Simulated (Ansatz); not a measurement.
Gas-phase reaction in SMILES: CCOC [methoxyethane] → C[CH]OC + H atom (the C-H bond at the site shown breaks; other sites are not compared here)
Geometries: B3LYP-D3(BJ)/def2-TZVP minima from Ansatz (an electronic-structure program), one conformer each, not searched for the lowest.

Quantity: bond dissociation energy (electronic energy difference), in eV. Correlated levels leave the core frozen unless marked. UHF or UKS for open shells. No spin-orbit coupling. Non-relativistic. CBS(X,Y): correlation extrapolated as X^-3; Hartree-Fock from the larger set. The bracket is a focal-point correction in the basis named.

RI-MP2/CBS(cc-pVTZ,cc-pVQZ)+[CCSD(T)-MP2]/cc-pVDZ (Ansatz) gives 4.49 eV.

Task: Another calculation gave 4.30 eV. Which level was it?
(A) revPBE/def2-TZVPD (Ansatz)
(B) LC-wPBE/def2-TZVPD (Ansatz)
(C) B2GP-PLYP/def2-TZVPD (Ansatz)
(D) SVWN5/def2-TZVPD (Ansatz)

Result: C, B2GP-PLYP/def2-TZVPD (Ansatz). The others give 4.08 (revPBE), 4.60 (SVWN5), 4.19 (LC-wPBE) eV.
